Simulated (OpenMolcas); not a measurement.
Yb3+ among 2 point charges of -1.5 e arranged as a linear pair (D∞h), 2.92 Å from the ion.
```
   0.0000    0.0000    2.9200  -1.50
   0.0000    0.0000   -2.9200  -1.50
```

```json
{
 "Program": "OpenMolcas",
 "Method": "CASSCF",
 "Basis": "ANO-RCC-VDZP [7s6p4d2f1g]",
 "Scalar Hamiltonian": "DKH2, point nucleus",
 "Active space": "13 electrons in 7 orbitals (4f)",
 "State averaging": "2S+1 = 2 odd, 7 roots",
 "Spin-orbit coupling": "RASSI with atomic mean-field integrals over the reference wave functions"
}
```

Q: What is the spin-free ground state (labels by Λ)?

A: 2Σ, 1-fold in its orbital part, 100 % from free-ion F terms; it has the highest spin that f13 allows.

Q: Where is the first state of the same spin?

A: 2Π at 184 cm-1 above the ground state.

Q: What are the lowest two levels with spin-orbit coupling?

A: A 2-fold level with g = 1.16, 4.58, 4.58, then a 2-fold level 241.2 cm-1 above it. Their leading multiplicities are 2 (100 %) and 2 (100 %).

Q: What is χT at 300 K, and how does it compare with the textbook value?

A: Hund's rules give f13 the level 2F7/2 with g = 1.143, so an isolated free-ion multiplet has χT = g² J(J+1) / 8 = 2.571 cm3 K/mol. The computed 2.393 at 300 K differs by -7 %, through the field's splitting, the mixing of terms and any other multiplet in reach.

Point charges carry no covalency, so the field is a model and not that of real ligands. No measured value stands beside these numbers.
